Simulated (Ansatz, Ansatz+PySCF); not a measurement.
```xyz
8

C     0.6830    0.7450    0.0283
C    -0.6250    0.7681   -0.0209
C    -0.6391   -0.8156    0.0251
C     0.6426   -0.7757   -0.0425
H     1.4794    1.5517    0.0318
H    -1.4481    1.5922   -0.0305
H    -1.4277   -1.5743    0.0434
H     1.4240   -1.5500    0.0470
```

Basis set: def2-SVP (spherical functions). Frozen core: 4 orbitals. Charge 0, multiplicity 1.

Computed with Ansatz (development build ahead of 0.2.0); each method stands on the lowest determinant of its kind that the runs found. Restricted open shells among the atoms or ions are ROHF, correlated in semicanonical orbitals with singles. Restricted functionals stand beside restricted open-shell atoms, which can lie above the unrestricted atoms usual in DFT and then raise those values.

The atomization energy at this shape (free ground-state atoms in the same class of orbitals less the molecule, no zero-point energy) of singlet C₄H₄:

| method | atomization energy |
| --- | --- |
| ωB97X (restricted) | 35.70 eV |
| r²SCAN (unrestricted) | 35.49 eV |
| r²SCAN (restricted) | 35.76 eV |
| PBE0 (restricted) | 36.12 eV |
| PBE0 (unrestricted) | 35.94 eV |
| PBE (restricted) | 36.87 eV |
| PBE (unrestricted) | 36.74 eV |
| RHF-CCSD(T) | 33.75 eV |
| RHF-MP2 | 34.30 eV |
| UHF-MP2 | 33.44 eV |
| UHF | 26.05 eV |
| RHF | 25.99 eV |

What does ωB97X (unrestricted) give?

35.41 eV. Caution: the shape is not the minimum. Caution for RHF-CCSD(T), RHF-MP2, RHF: an unrestricted determinant lies well below. Caution for UHF-MP2: a plain start can end on a higher determinant; another reference gives a lower total. Caution for UHF-MP2, UHF: the unrestricted determinant is a mixture of spin states.
